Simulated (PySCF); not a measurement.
B(H)(vinyl)(NH2) (C₂H₆BN), SMILES C(=C)BN.

The structure is a stationary point at ωB97X-D3(BJ)/def2-SVP. One conformer was computed; it need not be the lowest.

All values below come from PySCF with PBE/def2-TZVP.

The molecule is in vacuum.

```yaml
total_energy: -159.28076 hartree
highest_occupied_level: -6.36 eV
lowest_empty_level: -1.67 eV
orbital_gap: 4.69 eV
dipole_moment: 1.68 D
quadrupole, principal values (traceless, Buckingham form, about the centre of nuclear charge): -4.97, -1.61, 6.58 D·Å
mean_static_polarisability: 49.1 bohr³ (7.27 Å³)
polarisability_principal_values: 34.2, 51.2, 61.9 bohr³
```
